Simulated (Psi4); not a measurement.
phosphoric acid (H₃O₄P), singlet, at a GFN2-xTB geometry. Base run: CCSD(T)/cc-pVDZ (Psi4 1.11).

The Psi4 input:
```
memory 2 GB

molecule {
0 1
O     0.49815352    0.07810859    1.46212779
P     0.07752331   -0.00157246   -0.06686975
O     1.18641115   -0.02406474   -1.02336976
O    -0.88182602   -1.26617612   -0.10609644
O    -0.93128809    1.21473972   -0.22177793
H     1.27151994    0.63131386    1.54988943
H    -0.36653792   -2.04970152   -0.28609618
H    -1.03943620    1.42111488   -1.14781631
}

set {
  basis cc-pvdz
  freeze_core true
}

energy('ccsd(t)')
print_variables()
```

The base run was repeated with changes; each row names its change, and settings that it needs were set with it.

```tsv
change	ΔE vs base (kcal/mol)	MP2 correlation (Eh)	basis functions	core-seconds (rough)
base	0.000	-0.85575	89	90
method = dlpno-mp2	23.16	-0.85576	89	6
method = mp4	-1.91	-0.85575	89	60
method = qcisd(t)	-0.557	-0.85575	89	70
method = mp3	20.63	-0.85588	89	6
method = mp2	23.08	-0.85588	89	5
method = fno-ccsd(t)	0.000	-0.85575	89	80
method = ccsd	12.79	-0.85575	89	50
```
